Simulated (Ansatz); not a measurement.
Basis-set extrapolation for C2H9ClOSi2, SMILES `CC[SiH](Cl)O[SiH3]` (PBE0-D4/def2-TZVP geometry, frozen core, Ansatz 0.2.0). Multiplicity 1, RHF reference.

|  | def2-TZVPP | def2-QZVPP |
| --- | --- | --- |
| HF | -1193.473972 | -1193.513199 |
| MP2 correlation | -1.020400 | -1.100475 |
| CCSD(T) correlation | -1.132141 | not run |

Energies in hartree. Use E(X) = E(∞) + A·exp(−7.88·√X) for Hartree–Fock and E(X) = E(∞) + B·X^(−2.97) for correlation, with X = 3 and 4, and add CCSD(T) minus MP2 of the smaller set to the MP2 limit.

Problem. What is the CCSD(T) energy at the basis-set limit?

Solution. HF limit: -1193.513199 + (-0.039227) × 0.13774 = -1193.51860. MP2 limit: -1.100475 + (-0.080075) × 0.74074 = -1.15979. Higher-order term: -1.132141 − (-1.020400) = -0.11174. Total: -1194.79013 hartree, 5.01 eV below CCSD(T)/def2-TZVPP.
